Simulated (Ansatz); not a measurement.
Cr2O. Charge 0, multiplicity 5. Geometry PBE-D4/def2-TZVP; atoms count from 1.

| atom | x (Å) | y (Å) | z (Å) |
| --- | --- | --- | --- |
| Cr1 | 0.836 | 0.452 | 0.522 |
| Cr2 | -0.524 | -0.875 | 0.366 |
| O3 | -0.311 | 0.423 | -0.889 |

The charge 0 quintet is spin-contaminated (final ⟨S²⟩ up to 7.03, 6.00 for a pure state). At PBE0-D4/def2-TZVP a broken-symmetry singlet of charge 0 lies 0.48 eV below the quintet, each at its own geometry. The structure comes from a short search, and lower isomers may exist.

(1) Estimate the Mulliken populations from the PBE0/def2-TZVP orbitals of Ansatz.

(2) Where does the spin sit?

(3) And the Mayer bond orders between bonded heavy atoms (over 0.3)?

Answers

(1) 
```csv
atom,charge (e),spin (α − β),d electrons
Cr1,0.39,0.27,4.70
Cr2,0.43,3.69,4.69
O3,-0.82,0.04,–
```
Mulliken values and Mayer orders depend strongly on the basis.

(2) Summed by element: Cr 3.96, O 0.04, of 4 unpaired in all. Largest on single atoms: Cr2 3.69, Cr1 0.27, O3 0.04.

(3) Cr1–Cr2 2.04 (1.91 Å); Cr1–O3 1.03 (1.82 Å); Cr2–O3 0.97 (1.82 Å).
